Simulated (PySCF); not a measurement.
CH7BN2O, SMILES CNB(N)O.

Coordinates come from a PBE-D3(BJ)/def2-SVP optimisation. The structure was generated by enumeration, and PubChem lists no compound with its InChIKey, so it may never have been made. One conformer was computed; it need not be the lowest.

Method: PBE-D3(BJ)/def2-SVP (PySCF).

No scaling factor is applied to the harmonic values.

Computed vibrational spectrum:
```
mode  ν (cm⁻¹)  IR (km/mol)  moving atoms (share of kinetic energy)
----  --------  -----------  --------------------------------------
1          110          0.6                          H 61 %, N 27 %
2          141          2.1           H 56 %, N 22 %, C 11 %, O 9 %
3          222         35.4                  H 39 %, N 33 %, C 21 %
4          273        117.2                          H 80 %, N 15 %
5          321         25.9                    H 82 %, N 9 %, O 8 %
6          390          9.4                  H 33 %, O 30 %, N 26 %
7          431        176.0                          H 81 %, N 10 %
8          478         18.3   H 52 %, O 16 %, N 13 %, C 11 %, B 9 %
9          479          2.9                                  H 81 %
10         606         35.3                   B 75 %, N 13 %, O 8 %
11         793          8.2                  N 56 %, H 20 %, O 16 %
12         865          3.2                  H 61 %, N 23 %, O 15 %
13         974        126.5                           H 79 %, O 8 %
14        1064         18.4                          H 77 %, C 14 %
15        1105          1.3                          H 75 %, C 19 %
16        1148          0.2                  N 40 %, C 30 %, H 20 %
17        1285        157.3                   H 49 %, B 33 %, O 9 %
18        1367         61.0                   H 58 %, B 28 %, C 9 %
19        1414         23.0                          H 77 %, B 18 %
20        1420         60.8                           H 83 %, C 8 %
21        1430         36.4                                  H 87 %
22        1496        257.5                  H 40 %, N 30 %, B 28 %
23        1546        222.0                  H 59 %, N 21 %, B 19 %
24        2892        105.1                                  H 95 %
25        2982         44.0                                  H 92 %
26        3037         19.1                           H 91 %, C 9 %
27        3542         14.2                                  H 93 %
28        3550         24.2                                  H 96 %
29        3655         22.3                           H 91 %, N 9 %
30        3775         31.8                                  H 94 %
```
